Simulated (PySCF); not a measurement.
Atoms are numbered as in `[O:1]=[C:2]([O-:3])[C:4]#[C:5][n:6]1[cH:7][cH:8][cH:9][cH:10]1`; H(Xn) means a hydrogen on atom n.

Geometry: GFN2-xTB; GIAO shifts from PySCF 2.14, gas phase, non-relativistic, averaged over equivalent atoms.

At PBE0/cc-pVDZ (160 basis functions, of the order of 60 core-seconds):
| atoms | δ (ppm) |
| --- | --- |
| O1/O3 | 337.8 |
| C2 | 144.6 |
| C7/C10 | 122.2 |
| C8/C9 | 104.6 |
| C4 | 77.9 |
| C5 | 59.9 |
| N6 | 169.4 |
| H(C7)/H(C10) | 6.59 |
| H(C8)/H(C9) | 5.75 |

Referencing at the same level of theory: $^{17}$O (σref 345.01) vs H2O; $^{13}$C (σref 199.12), $^{1}$H (σref 31.75) vs TMS; $^{15}$N (σref 275.25) vs NH3.

Problem. What do these become at WP04/def2-SVP?

Solution. 
```csv
atoms,δ at WP04/def2-SVP,change
O1/O3,321.0,-16.8
C2,142.2,-2.4
C7/C10,118.5,-3.7
C8/C9,101.5,-3.1
C4,74.6,-3.3
C5,51.2,-8.7
N6,159.2,-10.2
H(C7)/H(C10),6.25,-0.34
H(C8)/H(C9),5.36,-0.39
```

References, each an isolated molecule treated in the same way: $^{17}$O (σ = 330.29 ppm) vs H2O; TMS for $^{13}$C (σ = 186.37 ppm) and $^{1}$H (σ = 32.03 ppm); NH3 for $^{15}$N (σ = 256.78 ppm).

The largest change is at O1/O3 (carboxylate oxygen). Cost: 160 basis functions, of the order of 60 core-seconds. The order of the carbon signals is the same at both levels.

Unscaled 17O shifts of doubly bonded oxygen tend to come out too high, by tens of ppm or more. Experimental scales use liquid or dissolved standards, which lie at an offset from isolated NH3 (liquid NH3: subtract about 20 ppm) and H2O (liquid H2O: subtract about 36 ppm). Unscaled 15N shifts of sp2 nitrogen come out 20 to 40 ppm too high even then.
